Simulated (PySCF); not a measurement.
Screening by computed properties: pick the candidate that meets the target.

All species are isolated and taken at one optimised geometry, non-relativistic unless stated. Electronic properties by PySCF.

Dipoles, sizes and rotational constants follow the conformer. The torsions of the flexible species, by atom-mapped SMILES:
- `[CH:1]#[C:2]/[C:3](=[CH:4]\[F:5])[CH2:6][CH3:7]`: C2–C3–C6–C7 71°
- `[CH3:1][CH:2]([CH3:3])[CH2:4][CH:5]([F:6])[F:7]`: C1–C2–C4–C5 174°, C2–C4–C5–F6 -60°
- `[CH3:1][C:2](=[O:3])[O:4][C@H:5]1[CH:6]=[CH:7][O:8][C:9]1=[O:10]`: C1–C2–O4–C5 176°, C2–O4–C5–C6 126°
- `[CH3:1][CH2:2][C:3]([Cl:4])([Cl:5])[Cl:6]`: C1–C2–C3–Cl4 -61°
- `[CH3:1][O:2][C:3](=[O:4])[c:5]1[cH:6][cH:7][c:8]([OH:9])[o:10]1`: C1–O2–C3–O4 0°, O2–C3–C5–C6 180°, H–O9–C8–C7 180°

(1) Wanted: lowest triplet excitation (Tamm–Dancoff) below 5 eV (TDA PBE0/def2-SVPD) and dipole moment below 2.3 D (PBE0/def2-SVPD), at GFN2-xTB geometries. Which candidate meets both?
A. `CC(C)CC(F)F`
B. `CCC(Cl)(Cl)Cl`
C. `C#C/C(=C\F)CC`
D. `CC(=O)O[C@H]1C=COC1=O`

(2) Wanted: smallest rotational constant between 0.7 GHz and 1.35 GHz (GFN2-xTB) and static isotropic polarisability above 77 au (PBE0/def2-SVPD), at GFN2-xTB geometries. Which candidate meets both?
A. `O=C(OC)c1oc(O)cc1`
B. `C#C/C(=C\F)CC`
C. `CC(C)CC(F)F`
D. `CC(=O)O[C@H]1C=COC1=O`
E. `FC1=CCC=CC1`

(3) Wanted: HOMO energy between -9 eV and -7.4 eV (PBE0/def2-SVPD) and electronic spatial extent ⟨r²⟩ about the centre of nuclear charge below 1300 bohr² (PBE0/def2-SVPD), at GFN2-xTB geometries. Which candidate meets both?
A. `COC(=O)c1ccc(O)o1`
B. `CC(C)CC(F)F`
C. `CCC(Cl)(Cl)Cl`
D. `CC(=O)O[C@H]1C=COC1=O`
E. `CC/C(=C/F)C#C`

(4) Wanted: lowest singlet excitation below 5 eV (TDDFT PBE0/def2-SVPD) and HOMO–LUMO gap below 6.8 eV (PBE0/def2-SVPD), at GFN2-xTB geometries. Which candidate meets both?
A. `CC(C)CC(F)F`
B. `CCC(Cl)(Cl)Cl`
C. `COC(=O)c1ccc(O)o1`
D. `FC1=CCC=CC1`
E. `C#C/C(=C\F)CC`
F. `CC(=O)O[C@H]1C=COC1=O`

## Answers

(1) C. Computed values:
```csv
species,lowest triplet excitation (Tamm–Dancoff),dipole moment
C#C/C(=C\F)CC,3.45 eV,1.83 D
CC(=O)O[C@H]1C=COC1=O,3.88 eV,3.93 D
CCC(Cl)(Cl)Cl,5.79 eV,2.09 D
CC(C)CC(F)F,8.51 eV,2.46 D
```

(2) D. Computed values:
```
              species  smallest rotational constant  static isotropic polarisability
    O=C(OC)c1oc(O)cc1                     0.661 GHz                          88.8 au
CC(=O)O[C@H]1C=COC1=O                     0.772 GHz                          80.7 au
          CC(C)CC(F)F                     1.307 GHz                          63.7 au
        C#C/C(=C\F)CC                     1.400 GHz                          72.9 au
          FC1=CCC=CC1                     1.666 GHz                          67.1 au
```

(3) C. Computed values:
```csv
species,HOMO energy,electronic spatial extent ⟨r²⟩ about the centre of nuclear charge
CC(C)CC(F)F,-9.17 eV,966 bohr²
CCC(Cl)(Cl)Cl,-8.71 eV,1014 bohr²
CC(=O)O[C@H]1C=COC1=O,-7.73 eV,1499 bohr²
CC/C(=C/F)C#C,-6.97 eV,851 bohr²
COC(=O)c1ccc(O)o1,-6.52 eV,1626 bohr²
```

(4) C. Computed values:
| species | lowest singlet excitation | HOMO–LUMO gap |
| --- | --- | --- |
| COC(=O)c1ccc(O)o1 | 4.88 eV | 5.40 eV |
| CC(=O)O[C@H]1C=COC1=O | 5.13 eV | 6.42 eV |
| C#C/C(=C\F)CC | 5.61 eV | 6.19 eV |
| FC1=CCC=CC1 | 5.95 eV | 7.11 eV |
| CCC(Cl)(Cl)Cl | 6.37 eV | 7.94 eV |
| CC(C)CC(F)F | 8.70 eV | 9.79 eV |
